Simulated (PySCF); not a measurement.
Exercise with solution: chemical shift, span and skew from a shielding tensor

hexa-1,2-dien-5-yne (C6H6), SMILES C#CCC=C=C. Atoms are numbered in the order given.

```xyz
12

C     -2.5342     1.3824     0.5543
C     -1.7794     0.5411     0.1258
C     -0.8516    -0.4843    -0.3762
C      0.4180    -0.5694     0.4497
C      1.6224    -0.4345    -0.0498
C      2.8228    -0.2974    -0.5570
H     -3.2067     2.1327     0.9314
H     -1.3664    -1.4608    -0.3624
H     -0.5998    -0.2715    -1.4269
H      0.3032    -0.7508     1.5255
H      3.3794    -1.1618    -0.9357
H      3.3029     0.6858    -0.6122
```

Geometry: ωB97X-D3(BJ)/def2-SVP. Other conformers were not sampled.

GIAO shieldings from PBE/pcSseg-1 (PySCF), non-relativistic, no solvent. The symmetric part of the tensor of C4 has the principal values 6.9, 111.4, 146.8 ppm. The same nucleus in TMS has σ = 182.0 ppm at this level (PySCF, at its B3LYP-D3(BJ)/def2-TZVP geometry).

Task: Work out the isotropic shielding, the ¹³C shift against TMS, the span and the skew.

Result: 
σ(iso) = (σ11 + σ22 + σ33)/3 = 88.4 ppm. δ = σ(ref) − σ(iso) = 182.0 − (88.4) = 93.6 ppm.
Span Ω = σ33 − σ11 = 139.9 ppm. Skew κ = 3(σ(iso) − σ22)/Ω = -0.49. Tumbling in solution averages the tensor to δ; in a static solid the shielding alone would spread this spin-1/2 line over Ω.
